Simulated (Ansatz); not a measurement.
Consider the homolysis of the N–Si bond: `BN(B)[SiH2]C` → `B[N]B`• + `C[SiH2]`•.

Program: Ansatz. Geometries: PBE0-D4/def2-TZVP. ΔE: electronic, gas phase. CBS: MP2 limit from def2 TZ/QZ plus the TZ coupled-cluster correction, frozen cores. DFT in def2-TZVPP. No spin–orbit coupling; open shells (•) take unrestricted orbitals. One conformer a species, not always the lowest.

Q: What is ΔE at CCSD(T)/CBS? (Estimate.)

A: Computed: +433.1 kJ/mol.

Q: What do these levels give: LDA (SPW92), ωB97X-V, r2SCAN, CAM-B3LYP, SCS-MP2/def2-TZVPP, HF/def2-QZVPP? (Estimate.)

A: Ansatz gave: LDA (SPW92) 421.9, ωB97X-V 418.3, r2SCAN 367.1, CAM-B3LYP 388.4, SCS-MP2/def2-TZVPP 448.9, HF/def2-QZVPP 317.5 kJ/mol.

Largest T1 diagnostic among the species: 0.024.

From BLYP to BHLYP (50 % exact exchange), in def2-TZVPP and without D4, ΔE moves by +46.0 kJ/mol. In def2-TZVPP, CCSD(T) changes the Hartree–Fock value by +104.1 kJ/mol (the triples alone add +7.3 kJ/mol) and MP2 by +139.0 kJ/mol; breaking electron pairs costs correlation energy, which Hartree–Fock lacks. The D4 term adds +19.5 kJ/mol with B3LYP and +10.7 kJ/mol with PBE0; it sums over pairs of atoms, weighted by their polarisabilities, and B3LYP, whose exchange is more repulsive, gets the larger term.

B3LYP here is the variant with VWN-RPA as its local correlation; programs differ in this.
